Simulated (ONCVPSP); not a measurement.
**Before and after: ONCV potential for Be**

ONCVPSP 4.0.1 input, shortened (lines: element, Z, core and valence counts, functional; n l f; lmax; l rc ep ncon nbas qcut; lloc lpopt rc5 dvloc0; l nproj debl; icmod fcfact rcfact), PBE, scalar-relativistic:

```
  Be 4.00    0    2        4      upf
    1    0    2.00
    2    0    0.50
    2
    0    0.65    0.00    5   10   21.10
    1    0.65    0.12    4    8   11.90
    2    0.50    0.08    4    8   22.00
    4    5    0.45    3.00
    0    2    0.40
    1    3    1.60
    2    2    1.10
    0    0.00    0.00
```

Change: d: rc 0.36; local potential polynomial inside 0.36 bohr (lpopt 5, dvloc0 3 Ha).

Cutoffs: the cutoffs (Ha) at which the residual kinetic energy of the hardest occupied pseudo-wave falls to 1 and 0.1 mHa per electron; they do not see the model core or the augmentation charge, which bear on the density cutoff. Errors are all-electron minus pseudo energies relative to the spin-unpolarised reference configuration.

Problem. Predict the effect on cutoff, ghosts and configuration errors.

Solution. The potential gets neither clearly harder nor softer (148 Ha and 176 Ha → 148 Ha and 176 Ha); a bound ghost appears in p, which as a rule spoils a file; the lowest positive-energy flag moves from p at 21.8 eV to none; the number of tests with a reliable result goes from 3 to 4; the errors of the 3 common tests hardly move; the range in which the p phases agree widens (upper end 0.6 → at the end of the scan).

```csv
quantity,base,changed
"cutoff, loose",148 Ha,148 Ha
"cutoff, tight",176 Ha,176 Ha
bound ghosts,none,p
GHOST(+) flags under 300 eV,p at 21.8 eV,none
tests with a reliable result,3 of 4,4 of 4
"error for 1s2 2s2, meV [ΔE -17.48 eV]",+0.4,+0.4
"error for 1s2 2s1, meV [ΔE -7.93 eV]",+0.1,+0.1
"error for 1s2 2s0, meV [ΔE 10.02 eV]",+0.3,+0.3
s: phases at 0.66 bohr within 0.05 rad from the reference energy up to (Ha; the scan ends near 5),to the end of the scan,to the end of the scan
p: phases at 0.66 bohr within 0.05 rad from the reference energy up to (Ha; the scan ends near 5),0.6,to the end of the scan
```

 A true bound ghost makes a file unfit for plane-wave use even where its test errors are small: the radial tests pick states by their node count and pass the ghost by.
